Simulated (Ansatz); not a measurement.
Calculated with Ansatz (gas phase, PBE0-D4/def2-TZVP geometries, no zero-point term in ΔE). CCSD(T)/CBS adds triple-zeta CCSD(T) − MP2 to the extrapolated MP2 energy (def2 sets, frozen cores). Functionals use def2-TZVPP. B3LYP here is the variant with VWN-RPA as its local correlation; programs differ in this. For Se outer-core shells are correlated without core-valence functions, which leaves a few kJ/mol of doubt a bond. Scalar relativity is left out up to krypton. Each species was taken in one conformer, which may not be the lowest.

Consider the substitution at a C–Si bond: `NC(F)[SiH2]O` + H₂Se → `NC(F)[SeH]` + `O[SiH3]`.

`NC(F)[SiH2]O`:

```xyz
11

N    -0.257   -1.278   -1.063
C     0.629   -0.623   -0.199
F     1.150   -1.482    0.820
Si   -0.188    0.816    0.725
O    -0.410    2.021   -0.372
H     0.165   -2.022   -1.601
H    -1.101   -1.602   -0.613
H     1.505   -0.290   -0.764
H    -1.480    0.322    1.282
H     0.686    1.259    1.842
H    -0.698    2.878   -0.056
```

H₂Se:

Z-matrix (Å, degrees):
```
Se
H 1 1.467
H 1 1.467 2 91.2
```

`NC(F)[SeH]`:

Z-matrix (Å, degrees):
```
C
F 1 1.371
Se 1 1.987 2 107.8
N 1 1.403 2 110.3 3 122.9
H 1 1.090 2 107.9 3 -116.7
H 3 1.469 1 95.5 2 -50.0
H 4 1.008 1 113.5 2 151.9
H 4 1.010 1 114.3 2 -78.7
```

`O[SiH3]`:

Z-matrix (Å, degrees):
```
Si
O 1 1.648
H 1 1.489 2 111.7
H 1 1.489 2 111.7 3 120.9
H 1 1.481 2 105.9 3 -119.6
H 2 0.957 1 117.9 3 -60.5
```

Q: Is it downhill or uphill in electronic energy at CCSD(T)/CBS, and by how much? (Best estimate.)

A: Computed: Uphill: ΔE = +35.7 kJ/mol.

Q: What do these levels give: PBE-D4, r2SCAN-D4, r2SCAN, PBE0, B3LYP, HF/def2-TZVPP, MP2/def2-TZVPP, CCSD(T)/def2-TZVPP, HF/def2-QZVPP, MP2/def2-QZVPP, SCS-MP2/def2-QZVPP, MP2/CBS(def2)? (Estimate.)

A: Ansatz gave: PBE-D4 33.8, r2SCAN-D4 34.5, r2SCAN 33.9, PBE0 34.0, B3LYP 34.8, HF/def2-TZVPP 35.0, MP2/def2-TZVPP 30.8, CCSD(T)/def2-TZVPP 34.0, HF/def2-QZVPP 35.1, MP2/def2-QZVPP 31.8, SCS-MP2/def2-QZVPP 31.8, MP2/CBS(def2) 32.5 kJ/mol.

Largest T1 diagnostic among the species: 0.012.
